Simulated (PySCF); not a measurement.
H$_{5}$Si$_{2}$, doublet, at the geometry of the source list, with bond 4-1 at 1.25 times its length; PBE/3-21G run with PySCF.

PySCF was given this input:
```python
from pyscf import gto, scf, dft

mol = gto.Mole()
mol.atom = '''
    Si    1.296700   -0.125900    0.268400
    Si   -0.952300    0.080300    0.018700
    H     2.186800    0.952300   -0.183700
    H     2.158325   -1.681775   -0.161600
    H    -1.632300   -0.348100    1.250100
    H    -1.298400    1.487400   -0.207600
    H    -1.586600   -0.675400   -1.070200
'''
mol.basis = '3-21g'
mol.charge = 0
mol.spin = 1
mol.verbose = 4
mol.build()

mf = dft.UKS(mol)
mf.xc = 'pbe'
mf.kernel()
mo_i, mo_e, stable_i, stable_e = mf.stability(internal=True, external=False, return_status=True, nroots=6, tol=1e-6)
print('internally stable:', stable_i, ' externally stable:', stable_e)
if not stable_i:
    umf = mf.copy()
    umf.scf_summary = {}
    umf.kernel(umf.make_rdm1(mo_i, mf.mo_occ))
mf.analyze()
```

It wrote (shortened):

```
PySCF version 2.14.0

[INPUT] verbose = 4
[INPUT] num. atoms = 7
[INPUT] num. electrons = 33
[INPUT] charge = 0
[INPUT] spin (= nelec alpha-beta = 2S) = 1
[INPUT] symmetry False subgroup None
[INPUT] Mole.unit = angstrom
[INPUT] Symbol           X                Y                Z      unit          X                Y                Z       unit  Magmom
[INPUT]  1 Si     1.296700000000  -0.125900000000   0.268400000000 AA    2.450407865724  -0.237916519083   0.507202491833 Bohr   0.0
[INPUT]  2 Si    -0.952300000000   0.080300000000   0.018700000000 AA   -1.799586188423   0.151745007803   0.035337878529 Bohr   0.0
[INPUT]  3 H      2.186800000000   0.952300000000  -0.183700000000 AA    4.132453089199   1.799586188423  -0.347142689083 Bohr   0.0
[INPUT]  4 H      2.158325000000  -1.681775000000  -0.161600000000 AA    4.078643137802  -3.178094153140  -0.305379741730 Bohr   0.0
[INPUT]  5 H     -1.632300000000  -0.348100000000   1.250100000000 AA   -3.084599953128  -0.657813663961   2.362346628319 Bohr   0.0
[INPUT]  6 H     -1.298400000000   1.487400000000  -0.207600000000 AA   -2.453620400135   2.810778637678  -0.392307143460 Bohr   0.0
[INPUT]  7 H     -1.586600000000  -0.675400000000  -1.070200000000 AA   -2.998239469235  -1.276321024531  -2.022384898510 Bohr   0.0

nuclear repulsion = 82.9376335435567
number of shells = 24
number of NR pGTOs = 69
number of NR cGTOs = 36
basis = 3-21g
ecp = {}

******** <class 'pyscf.dft.uks.UKS'> ********
method = UKS
initial guess = minao
damping factor = 0
level_shift factor = 0
DIIS = <class 'pyscf.scf.diis.CDIIS'>
diis_start_cycle = 1
diis_space = 8
diis_damp = 0
SCF conv_tol = 1e-09
SCF conv_tol_grad = None
SCF max_cycles = 50
direct_scf = True
direct_scf_tol = 1e-13
number electrons alpha = 17  beta = 16
XC library pyscf.dft.libxc version 7.1.2
    S. Lehtola, C. Steigemann, M. J. T. Oliveira, and M. A. L. Marques,  SoftwareX 7, 1–5 (2018)
XC functionals = pbe
    J. P. Perdew, K. Burke, and M. Ernzerhof,  Phys. Rev. Lett. 77, 3865 (1996)
    J. P. Perdew, K. Burke, and M. Ernzerhof,  Phys. Rev. Lett. 78, 1396 (1997)
    J. P. Perdew, K. Burke, and M. Ernzerhof,  Phys. Rev. Lett. 77, 3865 (1996)
    J. P. Perdew, K. Burke, and M. Ernzerhof,  Phys. Rev. Lett. 78, 1396 (1997)
radial grids:
    Treutler-Ahlrichs [JCP 102, 346 (1995); DOI:10.1063/1.469408] (M4) radial grids

becke partition: Becke, JCP 88, 2547 (1988); DOI:10.1063/1.454033
pruning grids: <function nwchem_prune>
grids dens level: 3
symmetrized grids: False
atomic radii adjust function: <function treutler_atomic_radii_adjust>
small_rho_cutoff = 0
Set gradient conv threshold to 3.16228e-05
tot grids = 87400
init E= -577.943093958661

cycle= 1 E= -578.490007853285  delta_E= -0.547  |g|= 0.0785  |ddm|= 1.53
cycle= 2 E= -578.491507977913  delta_E= -0.0015  |g|= 0.0605  |ddm|= 0.231
cycle= 3 E= -578.49458116612  delta_E= -0.00307  |g|= 0.0168  |ddm|= 0.127
cycle= 4 E= -578.494852139529  delta_E= -0.000271  |g|= 0.00413  |ddm|= 0.0328
cycle= 5 E= -578.494876100463  delta_E= -2.4e-05  |g|= 0.001  |ddm|= 0.0114
cycle= 6 E= -578.494878329028  delta_E= -2.23e-06  |g|= 0.000368  |ddm|= 0.00382
cycle= 7 E= -578.494878559011  delta_E= -2.3e-07  |g|= 0.00013  |ddm|= 0.00124
cycle= 8 E= -578.494878581127  delta_E= -2.21e-08  |g|= 3.59e-05  |ddm|= 0.000346
cycle= 9 E= -578.494878582715  delta_E= -1.59e-09  |g|= 1.44e-05  |ddm|= 0.000133
cycle= 10 E= -578.494878582934  delta_E= -2.2e-10  |g|= 4.74e-06  |ddm|= 4.57e-05
Extra cycle  E= -578.494878582941  delta_E= -6.59e-12  |g|= 4.87e-06  |ddm|= 2.34e-05
converged SCF energy = -578.494878582941  <S^2> = 0.75299943  2S+1 = 2.0029972
uhf_internal: lowest eigs of H = [0.27332592 0.28514387 0.32894248 0.34917717 0.35420947 0.38604944]
<class 'pyscf.dft.uks.UKS'> wavefunction is stable in the internal stability analysis
internally stable: True  externally stable: None
**** SCF Summaries ****
Total Energy =                        -578.494878582941055
Nuclear Repulsion Energy =              82.937633543556728
One-electron Energy =                 -966.457348805533229
Two-electron Energy =                  305.024836679035445
Two-electron Coulomb Energy =          348.173810917484388
DFT Exchange-Correlation Energy =      -43.148974238448943
**** MO energy ****
                             alpha | beta                alpha | beta
MO #1   energy= -64.9571986769958  | -64.9544580693154  occ= 1 | 1
MO #2   energy= -64.936045925831   | -64.9360938229744  occ= 1 | 1
MO #3   energy= -5.03647843793648  | -5.03290813373386  occ= 1 | 1
MO #4   energy= -5.02356650818297  | -5.02361162835325  occ= 1 | 1
MO #5   energy= -3.45049163762209  | -3.44551825665773  occ= 1 | 1
MO #6   energy= -3.44796660804067  | -3.4449882504472   occ= 1 | 1
MO #7   energy= -3.44735346432051  | -3.44248246450661  occ= 1 | 1
MO #8   energy= -3.43564673930788  | -3.4357079708333   occ= 1 | 1
MO #9   energy= -3.43441976635302  | -3.43448731096104  occ= 1 | 1
MO #10  energy= -3.43422645443418  | -3.43432466806402  occ= 1 | 1
MO #11  energy= -0.531137046074626 | -0.524287302109563 occ= 1 | 1
MO #12  energy= -0.454229145254825 | -0.44024533969457  occ= 1 | 1
MO #13  energy= -0.334061229623546 | -0.331650153885331 occ= 1 | 1
MO #14  energy= -0.328648750460884 | -0.324869413592772 occ= 1 | 1
MO #15  energy= -0.308628170284289 | -0.30262771004662  occ= 1 | 1
MO #16  energy= -0.285413077319641 | -0.280812223997015 occ= 1 | 1
MO #17  energy= -0.187249958560446 | -0.130519410229439 occ= 1 | 0
MO #18  energy= -0.0421820812631435 | -0.033256727587067 occ= 0 | 0
MO #19  energy= -0.0121009864782029 | -0.00329736317820051 occ= 0 | 0
MO #20  energy= 0.0254034338739284 | 0.0367529286850494 occ= 0 | 0
MO #21  energy= 0.0693243438611003 | 0.0771415001388448 occ= 0 | 0
MO #22  energy= 0.104511431948192  | 0.106637553757657  occ= 0 | 0
MO #23  energy= 0.109254179294969  | 0.120589802065546  occ= 0 | 0
MO #24  energy= 0.241847961182478  | 0.248413698825147  occ= 0 | 0
MO #25  energy= 0.266431185586356  | 0.273517112431054  occ= 0 | 0

To work with the spin densities directly, `use mulliken_meta_spin()` only printing them here.

 ** Mulliken spin pop alpha/beta on meta-lowdin orthogonal AOs **
 ** Mulliken Spin Density (per AO)  **
spin_pop of  0 Si 1s        0.00000
spin_pop of  0 Si 2s       -0.00001
spin_pop of  0 Si 3s        0.09293
spin_pop of  0 Si 4s        0.00052
spin_pop of  0 Si 2px      -0.00000
spin_pop of  0 Si 2py      -0.00000
spin_pop of  0 Si 2pz       0.00006
spin_pop of  0 Si 3px       0.03264
spin_pop of  0 Si 3py       0.03207
spin_pop of  0 Si 3pz       0.83601
spin_pop of  0 Si 4px      -0.00039
spin_pop of  0 Si 4py      -0.00018
spin_pop of  0 Si 4pz       0.00077
spin_pop of  1 Si 1s       -0.00000
spin_pop of  1 Si 2s        0.00000
spin_pop of  1 Si 3s       -0.00302
spin_pop of  1 Si 4s        0.00007
spin_pop of  1 Si 2px      -0.00000
spin_pop of  1 Si 2py       0.00000
spin_pop of  1 Si 2pz       0.00000
spin_pop of  1 Si 3px      -0.00383
spin_pop of  1 Si 3py      -0.00215
spin_pop of  1 Si 3pz      -0.00550
spin_pop of  1 Si 4px      -0.00009
spin_pop of  1 Si 4py       0.00005
spin_pop of  1 Si 4pz       0.00024
spin_pop of  2 H 1s       -0.01436
spin_pop of  2 H 2s        0.00034
spin_pop of  3 H 1s       -0.02566
spin_pop of  3 H 2s        0.00004
spin_pop of  4 H 1s        0.02002
spin_pop of  4 H 2s        0.00023
spin_pop of  5 H 1s        0.00264
spin_pop of  5 H 2s        0.00002
spin_pop of  6 H 1s        0.03621
spin_pop of  6 H 2s        0.00031
 ** Mulliken Spin Density (per atom)  **
spin density of  0 Si =      0.99444
spin density of  1 Si =     -0.01422
spin density of  2 H =     -0.01402
spin density of  3 H =     -0.02562
spin density of  4 H =      0.02025
spin density of  5 H =      0.00265
spin density of  6 H =      0.03652
 ** Mulliken pop alpha/beta on meta-lowdin orthogonal AOs **
 ** Mulliken pop       alpha | beta **
pop of  0 Si 1s        1.00000 | 1.00000
pop of  0 Si 2s        0.99970 | 0.99971
pop of  0 Si 3s        0.68809 | 0.59516
pop of  0 Si 4s        0.00234 | 0.00182
pop of  0 Si 2px       0.99969 | 0.99970
pop of  0 Si 2py       0.99975 | 0.99975
pop of  0 Si 2pz       0.99982 | 0.99976
pop of  0 Si 3px       0.46968 | 0.43704
pop of  0 Si 3py       0.45700 | 0.42493
pop of  0 Si 3pz       0.86640 | 0.03038
pop of  0 Si 4px       0.00580 | 0.00619
pop of  0 Si 4py       0.00258 | 0.00276
pop of  0 Si 4pz       0.00157 | 0.00080
pop of  1 Si 1s        1.00000 | 1.00000
pop of  1 Si 2s        0.99966 | 0.99966
pop of  1 Si 3s        0.55029 | 0.55331
pop of  1 Si 4s        0.00142 | 0.00135
pop of  1 Si 2px       0.99967 | 0.99967
pop of  1 Si 2py       0.99970 | 0.99970
pop of  1 Si 2pz       0.99971 | 0.99970
pop of  1 Si 3px       0.44967 | 0.45350
pop of  1 Si 3py       0.45450 | 0.45665
pop of  1 Si 3pz       0.45717 | 0.46267
pop of  1 Si 4px       0.00583 | 0.00592
pop of  1 Si 4py       0.00532 | 0.00527
pop of  1 Si 4pz       0.00519 | 0.00495
pop of  2 H 1s        0.50214 | 0.51651
pop of  2 H 2s        0.00155 | 0.00121
pop of  3 H 1s        0.49377 | 0.51943
pop of  3 H 2s        0.00028 | 0.00024
pop of  4 H 1s        0.52691 | 0.50689
pop of  4 H 2s        0.00173 | 0.00150
pop of  5 H 1s        0.51638 | 0.51374
pop of  5 H 2s        0.00152 | 0.00150
pop of  6 H 1s        0.53338 | 0.49718
pop of  6 H 2s        0.00179 | 0.00148
In total            17.00000 | 16.00000
 ** Mulliken atomic charges   ( Nelec_alpha | Nelec_beta ) **
charge of  0Si =      0.00957  (     7.49243      6.49800 )
charge of  1Si =      0.12953  (     6.92812      6.94234 )
charge of  2H =     -0.02141  (     0.50369      0.51772 )
charge of  3H =     -0.01372  (     0.49405      0.51967 )
charge of  4H =     -0.03702  (     0.52864      0.50839 )
charge of  5H =     -0.03313  (     0.51789      0.51524 )
charge of  6H =     -0.03382  (     0.53517      0.49865 )
Dipole moment(X, Y, Z, Debye): -0.42672,  0.37373, -0.15134
```
